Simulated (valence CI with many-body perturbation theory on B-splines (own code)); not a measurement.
**How close is CI+MBPT for B?**

Calculated by configuration interaction combined with many-body perturbation theory (CI+MBPT): three valence electrons over a frozen Dirac-Fock core [He], a basis of 11 s, 11 p, 9 d, 7 f, 5 g, 2 h, 1 i functions for each j, with the one-electron correlation potential Σ1, the two-electron term Σ2, the three-electron term Σ3, Breit, model QED; selected CI, second order for the rest (own B-spline code, finite nucleus).

Set against measurement, 16 paired levels are off by 30 cm⁻¹ on average, the worst by 79. These come from a selection out of the NIST Handbook of Basic Atomic Spectroscopic Data. Levels without a partner in it may be off by more.

Measured levels: NIST Handbook of Basic Atomic Spectroscopic Data (Sansonetti and Martin, J. Phys. Chem. Ref. Data 34, 1559 (2005)). Pairs share parity and J, and are chosen by configuration, term and nearness in energy; levels without a clear partner are left out. Energies in cm⁻¹ above the measured ground level. The last column is blank where CI alone has no clear partner.

| Computed label | Label in the source | Measured | Computed | Difference | CI alone, difference |
| --- | --- | --- | --- | --- | --- |
| 2s²2p ²P°_1/2 | 2s2 2p 2P° | 0 | 0.0 | 0 | 0 |
| 2s²2p ²P°_3/2 | 2s2 2p 2P° | 15.3 | 15.1 | 0 | +4 |
| 2s2p² ⁴P_1/2 | 2s 2p2 4P | 28870 | 28947.6 | +78 | +280 |
| 2s2p² ⁴P_3/2 | 2s 2p2 4P | 28875 | 28954.3 | +79 | +283 |
| 2s2p² ⁴P_5/2 | 2s 2p2 4P | 28881.3 | 28960.7 | +79 | +288 |
| 2s²3s ²S_1/2 | 2s2 3s 2S | 40039.7 | 40018.8 | -21 | -351 |
| 2s2p² ²D_5/2 | 2s 2p2 2D | 47856.8 | 47876.9 | +20 | +160 |
| 2s2p² ²D_3/2 | 2s 2p2 2D | 47857.1 | 47877.4 | +20 | +158 |
| 2s²3p ²P°_1/2 | 2s2 3p 2P° | 48611.9 | 48590.8 | -21 | -329 |
| 2s²3p ²P°_3/2 | 2s2 3p 2P° | 48613.7 | 48592.7 | -21 | -328 |
| 2s²3d ²D_3/2 | 2s2 3d 2D | 54767.7 | 54752.8 | -15 | -313 |
| 2s²3d ²D_5/2 | 2s2 3d 2D | 54767.8 | 54753.0 | -15 | -313 |
| 2s²4s ²S_1/2 | 2s2 4s 2S | 55010.2 | 54977.5 | -33 | -362 |
| 2s²4p ²P°_1/2 | 2s2 4p 2P° | 57786.4 | 57760.7 | -26 | -357 |
| 2s²4p ²P°_3/2 | 2s2 4p 2P° | 57787.1 | 57761.3 | -26 | -356 |
| 2s²4f ²F°_5/2 | 2s2 4f 2F° | 60031.1 | 60019.7 | -11 | -364 |
| 2s²4f ²F°_7/2 | 2s2 4f 2F° | 60031.1 | 60019.7 | -11 | -364 |

Over 16 excited levels the mean absolute difference is 30 cm⁻¹, the median 21 and the largest 79. For the 16 levels that pair on every rung the mean is CI alone 288, + Σ1 106, + Σ2 25, + Σ3 31, + Breit 32, + QED 30. The comparison draws on a selection of the measured levels: 17 of the 22 computed ones have a partner in it, and others may be off by more.
